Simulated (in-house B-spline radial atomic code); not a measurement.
Inner-shell binding energies (edges) and X-ray emission energies of free atoms and ions, as differences of relaxed hole-state energies with first-order Breit, QED and recoil terms, without correlation or multiplet splittings, in NIST's listed ground configurations. For neutral atoms such line energies lie within some 1 to 5 eV of tabulated X-ray lines (up to 20 eV for the heaviest). Removing outer electrons raises all edges nearly alike, so lines move far less than edges. K = 1s, L1 = 2s, M5 = 3d5/2. A dash marks a subshell that is part filled or wasn't run, or a line left out. Computed with a B-spline radial code for spherical atoms: Dirac-Hartree-Fock, average of the configuration, finite nuclei.

```csv
ion,configuration,K edge (eV),L1 edge (eV),M5 edge (eV)
Se,[Ar] 3d10 4s2 4p4,12664.7,1667.77,62.077
Se+,[Ar] 3d10 4s2 4p3,?,?,?
Se2+,[Ar] 3d10 4s2 4p2,12690.2,1692.91,86.718
Se3+,[Ar] 3d10 4s2 4p1,?,?,?
Se4+,[Ar] 3d10 4s2,12721.9,1723.74,116.6
Se6+,[Ar] 3d10,12760.9,1761.39,153.21
Se7+,[Ar] 3d9,12799.1,1800.22,-
```

(1) Fill in the row of Se+.

(2) Fill in the row of Se3+.

Answers

(1) K edge (eV): 12676.6; L1 edge (eV): 1679.55; M5 edge (eV): 73.656.

(2) K edge (eV): 12705.3; L1 edge (eV): 1707.68; M5 edge (eV): 101.08.
